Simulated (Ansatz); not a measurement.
An input meant for the cluster Al₃Sb₃⁺ (charge 1, doublet; atoms displaced at random, 0.08 Å in each coordinate).

```yaml
crystal:
  periodic: [false, false, false]
  atoms:
    - {symbol: Al, position_ang: [0.812946, -1.405137, -0.491648]}
    - {symbol: Al, position_ang: [0.726728, 1.539729, -0.250028]}
    - {symbol: Al, position_ang: [-1.517127, -0.039421, 0.767308]}
    - {symbol: Sb, position_ang: [-1.367382, -2.348611, -0.610548]}
    - {symbol: Sb, position_ang: [-1.578246, 2.497876, 0.445011]}
    - {symbol: Sb, position_ang: [2.941782, 0.108785, 0.114578]}
basis:
  gaussian: {orbitals: def2-mTZVPP}
total_charge: 1
magnetization: {spin_polarized: true, initial_magnetization: 1}
hamiltonian: {xc: {name: HF}, dispersion: d2}
scf: {lower_state_search: full}
```

```sh
$ ansatz run in.yaml --threads 4 --pin off --events-out ev --progress --plain --max-ram 4787MiB
```

Shortened log:

```
Error: YAML parse error: error: line 14 column 43: hamiltonian.dispersion: `d2` is not `none`, `rvv10`, `d3bj`, `d3bjatm`, `d4` or a map `{method: …, s8: …, a1: …, a2_bohr: …}` (numbers without units, a2 in bohr) or `{method: …, functional: …}`
12 | total_charge: 1
13 | magnetization: {spin_polarized: true, initial_magnetization: 1}
14 | hamiltonian: {xc: {name: HF}, dispersion: d2}
15 | scf: {lower_state_search: full}
```

In this input the program holds no damping parameters for this pairing of functional and dispersion term, so they'd have to be typed. The program refused the input.
